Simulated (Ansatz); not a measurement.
`[F][Hf]([SH])([SH])[SH]`. Charge 0, multiplicity 1. Hf takes the def2 core potential.

Z-matrix (Å, degrees):
```
Hf
S 1 2.427
S 1 2.427 2 107.7
F 1 1.894 2 111.2 3 122.0
S 1 2.427 2 107.7 3 -115.9
H 2 1.349 1 90.9 3 -81.5
H 3 1.349 1 91.0 2 162.6
H 5 1.349 1 91.0 2 -81.5
```

(1) What are the harmonic wavenumbers in cm⁻¹ at PBE0-D4/def2-TZVP (Ansatz, finite differences of forces, unscaled)? (An estimate is asked.)

(2) Is this a minimum?

(3) Give the ideal-gas thermochemistry at 298.15 K and 1 bar (rigid rotor, harmonic oscillator; point group C3, symmetry number 3).

(4) And at 400, 500, 600, 800 and 1000 K?

## Answers

(1) Computed: 78, 78, 88, 125, 125, 175, 175, 240, 346, 361, 361, 515, 518, 519, 653, 2674, 2674, 2674.

(2) Yes, all 18 modes are real.

(3) Zero-point energy 74.0 kJ/mol; H(298) − E = 102.9 kJ/mol; entropy 419.6 J/(mol·K), of which translation 179.9, rotation 115.0, vibration 124.8; G(298) − E = -22.2 kJ/mol. Modes under 100 cm⁻¹ are hindered rotations or soft bends, so the harmonic entropy is rough.

(4) 
```csv
T (K),H − E (kJ/mol),S (J/mol/K),G − E (kJ/mol)
400,117.2,460.9,-67.1
500,131.9,493.7,-114.9
600,147.1,521.3,-165.7
800,178.3,566.1,-274.6
1000,210.6,602.1,-391.5
```
